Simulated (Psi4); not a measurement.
Two rigid molecules brought together: C2H6O ··· H6Si2 (SMILES COC and [SiH3][SiH3]), singlet. Monomers: optimised at B3LYP-D3(BJ) (def2-TZVP), held rigid. Orientation: lowest of the rigid-body minima from ten starts at GFN2-xTB. The monomers approach along the line of their centres of mass (distance R); nothing else relaxes.

Level of theory: Psi4 with SAPT0/jun-cc-pVDZ, frozen core.

Components in kJ/mol:

```tsv
R / Å	electrostatics	exchange	induction	dispersion	total
2.81	-108.67	208.42	-31.26	-45.40	23.09
3.03	-62.01	113.16	-17.23	-31.82	2.10
3.24	-36.51	62.04	-9.85	-22.82	-7.15
3.43	-22.82	35.51	-6.02	-17.01	-10.35
3.61	-14.81	20.68	-3.84	-12.96	-10.92
3.84	-8.73	10.22	-2.21	-9.23	-9.95
4.17	-4.36	3.63	-1.05	-5.78	-7.55
4.42	-2.72	1.64	-0.64	-4.11	-5.83
4.92	-1.22	0.33	-0.27	-2.17	-3.33
5.67	-0.47	0.03	-0.09	-0.92	-1.46
6.65	-0.18	0.00	-0.03	-0.36	-0.57
7.93	-0.07	0.00	-0.01	-0.13	-0.21
```
